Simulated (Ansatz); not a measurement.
Consider the hydrogen abstraction from the Si–H bond: `N[SiH](F)Cl` + H• → `N[Si](F)Cl`• + H₂.

Calculated with Ansatz (gas phase, PBE0-D4/def2-TZVP geometries, no zero-point term in ΔE). CCSD(T)/CBS adds triple-zeta CCSD(T) − MP2 to the extrapolated MP2 energy (def2 sets, frozen cores). This one scheme is used for every species, atoms too. Functionals use def2-TZVPP. B3LYP here is the variant with VWN-RPA as its local correlation; programs differ in this. HSE06 is defined as in plane-wave codes. No spin–orbit coupling; open shells (•) take unrestricted orbitals. Each species was taken in one conformer, which may not be the lowest.

| level | ΔE (kJ/mol) | difference from CCSD(T)/CBS |
| --- | --- | --- |
| PBE-D4 | -50.5 | -14.6 |
| revPBE-D4 | -58.5 | -22.6 |
| BLYP-D4 | -62.4 | -26.5 |
| r2SCAN-D4 | -53.6 | -17.7 |
| B97M-V | -37.9 | -2.0 |
| PBE0-D4 | -39.1 | -3.2 |
| B3LYP-D4 | -52.1 | -16.2 |
| r2SCANh-D4 | -50.7 | -14.8 |
| r2SCAN0-D4 | -46.6 | -10.7 |
| HSE06-D4 | -39.4 | -3.5 |
| BHLYP-D4 | -37.0 | -1.1 |
| CAM-B3LYP-D4 | -40.9 | -5.0 |
| ωB97X-V | -30.4 | 5.5 |
| ωB97M-V | -30.9 | 5.0 |
| B2PLYP | -42.0 | -6.1 |
| PBE-QIDH | -28.6 | 7.3 |
| PBE | -51.5 | -15.6 |
| revPBE | -61.8 | -25.9 |
| BLYP | -64.7 | -28.8 |
| r2SCAN | -53.9 | -18.0 |
| PBE0 | -40.0 | -4.1 |
| B3LYP | -53.7 | -17.8 |
| r2SCANh | -51.0 | -15.1 |
| r2SCAN0 | -46.9 | -11.0 |
| HSE06 | -40.2 | -4.3 |
| BHLYP | -38.0 | -2.1 |
| CAM-B3LYP | -41.8 | -5.9 |
| LC-ωPBE | -32.6 | 3.3 |
| HF/def2-SVP | 3.6 | 39.5 |
| MP2/def2-SVP | -11.4 | 24.5 |
| CCSD/def2-SVP | -21.7 | 14.2 |
| HF/def2-TZVPP | -9.1 | 26.8 |
| SCS-MP2/def2-TZVPP | -28.4 | 7.5 |
| CCSD(T)/def2-TZVPP | -34.9 | 1.0 |
| HF/def2-QZVPP | -10.5 | 25.4 |
| MP2/def2-QZVPP | -25.4 | 10.5 |
| SCS-MP2/def2-QZVPP | -29.1 | 6.8 |
| HF/CBS(def2) | -10.7 | 25.2 |
| MP2/CBS(def2) | -25.3 | 10.6 |
| CCSD/CBS(def2) | -35.1 | 0.8 |
| CCSD(T)/CBS | -35.9 | 0 |

Largest T1 diagnostic among the species: 0.013.

Leaving LDA and LC-ωPBE aside and taking each functional with its dispersion term where it has one, the values spread over 33.8 kJ/mol, from BLYP-D4 to PBE-QIDH. LDA lies +6.9 kJ/mol from PBE without D4. From PBE to PBE0 (25 % exact exchange), in def2-TZVPP and without D4, ΔE moves by +11.5 kJ/mol.
